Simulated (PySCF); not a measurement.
# One molecule, several mistakes: GeH6N2Si

Calculated results; nothing here was measured. They come from PySCF 2.14.0, an open-source quantum chemistry program, on an isolated molecule that a program drew, which may never have been made. The molecule is GeH6N2Si (charge 0, singlet), drawn as the SMILES string `N[SiH](N)[GeH]`.

Each row is a Hartree-Fock (HF) and frozen-core CCSD(T) single point in the cc-pV(D+d)Z basis, meant for a local HF minimum. Run 1 is clean. Each other run has one planted mistake out of seven kinds, and not every kind appears here: one electron removed, one electron added, multiplicity raised by two, geometry at a saddle point, minimal basis STO-3G, one bond length entered in bohr, all coordinates scaled. The reference is restricted for singlets and unrestricted otherwise, and also for a bond in bohr. Adding or removing an electron swaps singlet and doublet. Electrons count all cores. HOMO and LUMO are orbital energies over both spins, the gradient is its largest component, and the lowest frequency (negative if imaginary) is given only where the gradient is small. Bond lengths are over the 9 bonds as drawn. T1 is the CCSD diagnostic: over 0.02 (restricted) or 0.045 (unrestricted) a single reference is doubtful. Germanium has the cc-pVDZ-PP basis, with a core potential (ECP10MDF) in place of its 10 inner electrons, and its 3s, 3p and 3d shells are frozen in CCSD(T).

Geometry of the clean run:
```xyz
10
GeH6N2Si, angstrom
N     1.3404    0.3863   -1.2773
Si   -0.2715    0.0015   -1.8046
N    -0.9645   -1.2551   -0.8485
Ge   -1.5157    2.1143   -1.5407
H     1.9812   -0.3737   -1.1251
H     1.8223    1.1359   -1.7410
H    -0.3442   -0.5336   -3.1935
H    -0.7608   -2.2130   -1.0656
H    -1.0634   -1.1371    0.1427
H    -0.6122    2.8529   -2.6182
```

```
run,electrons,basis functions,<S^2>,HOMO (eV),LUMO (eV),gradient (hartree/bohr),lowest frequency (cm^-1),mean bond (Å),longest bond (Å),T1,HF (hartree),CCSD(T) (hartree),mistake
1,66,104,0.000,-8.04,0.39,3.6e-05,100,1.4472,2.466,0.0125,-694.73099,-695.31453,no fault
2,67,104,0.762,-1.06,7.42,4.4e-02,-,1.4472,2.466,0.0128,-694.74244,-695.33648,one electron added
3,66,104,0.000,-8.21,0.19,4.9e-02,-,1.5354,2.616,0.0138,-694.70054,-695.29655,all coordinates scaled
4,66,104,2.016,-7.52,0.13,2.1e-02,-,1.4472,2.466,0.0157,-694.71314,-695.28156,?
5,65,104,0.775,-15.24,-6.28,7.5e-02,-,1.4472,2.466,0.0254,-694.46855,-695.02896,?
```

**Which mistake was planted in run 4, and what did it cost?**

Electrons, basis and geometry are unchanged, and <S^2> is 2.016, beside S(S+1) = 2.00 for a multiplicity of 3. So the mistake is: multiplicity raised by two. Subtracting run 1 and multiplying by 627.51 kcal/mol a hartree, the energy moved by 11.2 kcal/mol in HF and 20.7 kcal/mol in CCSD(T).

**Which mistake was planted in run 5, and what did it cost?**

It counts 65 electrons, one fewer than the clean run, at the same geometry and basis. So the mistake is: one electron removed. Subtracting run 1 and multiplying by 627.51 kcal/mol a hartree, the energy moved by 164.7 kcal/mol in HF and 179.2 kcal/mol in CCSD(T).

